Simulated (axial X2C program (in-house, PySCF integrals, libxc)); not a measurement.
What spin–orbit coupling does to KH⁻

Calculated with an axial X2C code built on PySCF integrals. Spin-free means the one-electron spin-free X2C Hamiltonian; two-component (2c) means X2C with spin–orbit coupling and atomic mean-field two-electron Coulomb and Gaunt terms, so the difference of the two also holds small scalar two-electron terms. Basis: K dyall-acv3z [12s13p7d3f], H dyall-av3z [7s3p2d] (cores contracted in-house); Gaussian nuclei, density fitting, unrestricted open shells. Masses: K 38.964 u, H 1.008 u.

Spin-free state: M_S = 1/2, Λ = 0 (beyond evenly filled blocks: σα); fragments K + H- for PBE0, MP2, CCSD, CCSD(T), LDA; K- + H for HF.

```json
{"level": "PBE0", "Re (Å)": "2.366", "ωe (cm⁻¹)": "797.2", "De (eV)": "1.517", "μ (D)": "3.85"}
{"level": "HF", "Re (Å)": "2.438", "ωe (cm⁻¹)": "783.0", "De (eV)": "n/a", "μ (D)": "3.82"}
{"level": "MP2", "Re (Å)": "2.365", "ωe (cm⁻¹)": "812.4", "De (eV)": "1.466", "μ (D)": "n/a"}
{"level": "CCSD", "Re (Å)": "2.394", "ωe (cm⁻¹)": "777.8", "De (eV)": "1.423", "μ (D)": "n/a"}
{"level": "CCSD(T)", "Re (Å)": "2.387", "ωe (cm⁻¹)": "782.4", "De (eV)": "1.421", "μ (D)": "n/a"}
{"level": "LDA", "Re (Å)": "2.324", "ωe (cm⁻¹)": "809.9", "De (eV)": "1.523", "μ (D)": "5.00"}
```

Correlated methods: 11 electrons correlated (number of frozen shells: K 2 s, 1 p; H none), 205 virtual spin orbitals or spinors in MP2, 90 natural virtuals in coupled cluster.

Dipoles are positive if H is the positive end and refer to the centre of mass.

Two-component determinant lowest at the distance of the search:

Ω = 1/2 (⟨Sz⟩ = 0.50, ⟨Lz⟩ = 0.00 at HF); fragments K + H- for PBE0, MP2, CCSD, CCSD(T), LDA; K- + H for HF.

| level | Re (Å) | ωe (cm⁻¹) | De (eV) | μ (D) |
| --- | --- | --- | --- | --- |
| PBE0 | 2.366 | 797.1 | 1.517 | 3.85 |
| HF | 2.438 | 782.9 | n/a | 3.82 |
| MP2 | 2.365 | 812.3 | 1.466 | n/a |
| CCSD | 2.394 | 775.3 | 1.422 | n/a |
| CCSD(T) | 2.386 | 779.4 | 1.421 | n/a |
| LDA | 2.324 | 809.9 | 1.523 | 5.00 |

Task: From the two tables, how do the constants change at the CCSD(T) level (2c against spin-free)?

Result: At the CCSD(T) level Re decreases by 0.001 Å and ωe decreases by 3.0 cm⁻¹; De changes by 0.000 eV.

One determinant describes the state; a PBE0 search over occupations chose it and may have missed a lower one. Dissociation energies refer to the lowest single-determinant-based atoms at the same level and basis. De is not given where an atomic determinant may have missed its ground term or J level, or where the truncated virtual space spoils (T). Density functionals use the spin component along the axis (collinear). Coupled cluster ran in a truncated set of natural virtual spinors; the MP2 energy of the rest was added. (T) has no such correction and the atoms are truncated less, which lowers De at CCSD(T) by a hundredth of an eV or more. Other states lie close and PBE0, whose exact exchange favours high spin, may order them wrongly; the determinant shown need not be the ground state. The nearest other spin-free determinant of the search, M_S = 1/2, Λ = 1, lies 0.44 eV up at the distance of the search. The highest occupied level of some functionals is positive through self-interaction error; at Hartree–Fock it is bound.
